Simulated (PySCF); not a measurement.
An EPR job on `F[C@@](Cl)([CH+][C]=S)CCl` [radical].

Method: UKS B3LYP, pcH-1 on C Cl F H S, non-relativistic, mean-field spin-orbit, GIAO (PySCF 2.14.0). Geometry: GFN2-xTB. The command runs a driver script over a list of jobs; the input below is this job's line of settings and its coordinates in Å.

Command:
```bash
OMP_NUM_THREADS=1 python probes_run.py task.json out
```

Input:
```
{"job": {"kind": "epr", "basis": "pcH-1"}, "charge": 1, "multiplicity": 2}
F     -0.068737    -0.817214    -1.512444
C     -0.202365    -0.461943    -0.219040
Cl    -0.143519    -1.985527     0.793357
C      1.003221     0.262673     0.290747
C      2.194297     0.218762    -0.274342
S      3.567055     0.177843    -0.964903
C     -1.529695     0.269599    -0.032122
Cl    -1.755743     0.779750     1.654391
H      0.842102     0.799260     1.222120
H     -1.550122     1.155445    -0.673479
H     -2.351069    -0.395975    -0.310250
```

Output:
```
UKS, coarse grid
  cycle   1  E = -1572.19596631  |g| = 5.28e-01
  cycle   2  E = -1571.66551860  |g| = 1.08e+00
  cycle   3  E = -1572.27949137  |g| = 2.41e-01
  cycle   4  E = -1572.30722692  |g| = 7.09e-02
  cycle   5  E = -1572.30562061  |g| = 9.06e-02
  cycle   6  E = -1572.31008347  |g| = 1.58e-02
  cycle   7  E = -1572.31019300  |g| = 9.87e-03
  cycle   8  E = -1572.31024689  |g| = 2.31e-03
  cycle   9  E = -1572.31025404  |g| = 9.99e-04
UKS, final grid
  cycle   1  E = -1572.31030007  |g| = 1.32e-03
  cycle   2  E = -1572.31029705  |g| = 2.88e-03
  cycle   3  E = -1572.31030154  |g| = 5.32e-04
  cycle   4  E = -1572.31030175  |g| = 2.47e-04
  cycle   5  E = -1572.31030196  |g| = 1.78e-04
  cycle   6  E = -1572.31030199  |g| = 4.23e-05
  cycle   7  E = -1572.31030199  |g| = 1.37e-05
E = -1572.31030199 Eh   <S^2> = 0.7634 (exact 0.7500)
g shifts (ppm)      1          2          3
  rmc          -232       -232       -232
  gc             45         24         16
  oz_so        4215       4557      13475
  total        4028       4351      13260
hyperfine (MHz)  atom isotope    a_iso     a_fc   dipolar eigenvalues
    0   19F      -6.86      -6.37     -5.97     -0.12      6.10
    1   13C     -15.88     -15.92     -1.29      0.34      0.96
    2  35Cl      10.33       7.92    -32.63    -30.52     63.14
    3   13C      42.36      42.36    -41.85    -41.22     83.07
    4   13C     -37.90     -37.53     -9.70      0.50      9.20
    5   33S      11.91      12.21    -53.60    -41.74     95.33
    6   13C       2.58       2.59     -1.16     -0.87      2.04
    7  35Cl      -0.08      -0.16     -0.69     -0.33      1.02
    8    1H     -38.25     -38.21    -17.76     -2.99     20.75
    9    1H      -0.87      -0.88     -1.91     -1.11      3.02
   10    1H       3.31       3.30     -1.29     -0.46      1.75
```

rmc, gc and oz_so are the mass-correction, gauge-correction and orbital-Zeeman/spin–orbit parts of the g shift along its three principal axes; a_iso is the isotropic hyperfine coupling and a_fc its Fermi-contact part. The program numbers atoms from 0.

Question: How far is ⟨S²⟩ from the pure-spin value?

Answer: S = 0.5 gives S(S+1) = 0.75; the run has 0.7634, 0.0134 more.

Question: Get g_iso from the total shifts.

Answer: Their mean is 7213 ppm; added to g_e = 2.002319 it gives 2.00953.

Main results: ⟨S²⟩ 0.763; g_iso 2.0095.

One conformer (not necessarily the lowest) at the GFN2-xTB geometry, without solvent, vibrations or thermal averaging.

The run took 1.8 min wall (grids of density and orbitals included) on an Arm Neoverse V2 with one thread, shared host with 96 logical CPUs at a one-minute load of 63, and the process peaked at 0.94 GiB of memory.
Labels such as C1 count atoms from 1, the log's own numbers from 0.
